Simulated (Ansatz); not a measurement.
SbH2Br⁻. Charge -1, multiplicity 2. Geometry r2SCAN-D4/def2-TZVP, that of the neutral singlet; atoms count from 1.

```xyz
4

Sb    0.216    0.416    0.684
H     1.456    0.023   -0.431
H    -0.605    1.282   -0.546
Br   -1.067   -1.721    0.292
```

In the def2 sets Sb takes a core potential; there is no spin–orbit coupling. The highest occupied level of the charge -1 doublet lies above zero (up to 1.32 eV). By energy differences its removal costs 0.33 eV (vertical, to the charge 0 singlet, at PBE0-D4/def2-TZVPD); a positive level beside a positive removal energy at the same level points to self-interaction error.

Estimate the Mulliken populations from the PBE0/def2-TZVPD orbitals of Ansatz.


```tsv
atom	charge (e)	spin (α − β)
Sb1	-0.27	0.73
H2	-0.03	-0.01
H3	-0.03	-0.01
Br4	-0.67	0.29
```
Mulliken values and Mayer orders depend strongly on the basis. With diffuse functions, as here, like atoms can get unlike values, and bond orders can come out too low or too high.

Where does the spin sit?

Summed by element: Sb 0.73, H -0.02, Br 0.29, of 1 unpaired in all. Largest on single atoms: Sb1 0.73, Br4 0.29, H2 -0.01.

And the Mayer bond orders between bonded heavy atoms (over 0.3)?

Sb1–Br4 0.76 (2.52 Å).
